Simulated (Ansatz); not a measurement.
C3H5N, SMILES `N=C1CC1` (charge 0, multiplicity 1).

Cartesian coordinates (Å):
SMILES: C1C(=N)C1
```xyz
9

N      1.7061     0.2823     0.7722
C      0.5746     0.0640     0.2747
C     -0.5769     0.4813    -0.5328
C     -0.5026    -0.9085     0.1613
H      2.0424     1.2128     0.5123
H     -1.2658     1.2111    -0.1237
H     -0.4764     0.5103    -1.6116
H     -1.1453    -1.0762     1.0177
H     -0.3560    -1.7770    -0.4701
```
Charge 0, spin multiplicity 1.

Frozen-core energies in 6-31g from Ansatz (a first-principles code) at a geometry from B3LYP-D3(BJ)/def2-TZVP; the HF reference has <S^2> = 0.00 and the T1 diagnostic is 0.010.

```
level    energy (Ha)
-------  -----------
HF        -170.80315
MP2       -171.17899
CCSD      -171.21291
CCSD(T)   -171.22497
```

### Question
Estimate the energies of CCSDT and CCSDT(Q), and give each level's difference from CCSDT(Q).

### Answer

| level | energy (Ha) | difference from CCSDT(Q) (mHa) |
|---|---|---|
| MP2 | -171.17899 | 47.62 |
| CCSD | -171.21291 | 13.71 |
| CCSD(T) | -171.22497 | 1.65 |
| CCSDT | -171.22546 | 1.16 |
| CCSDT(Q) | -171.22662 | 0.00 |
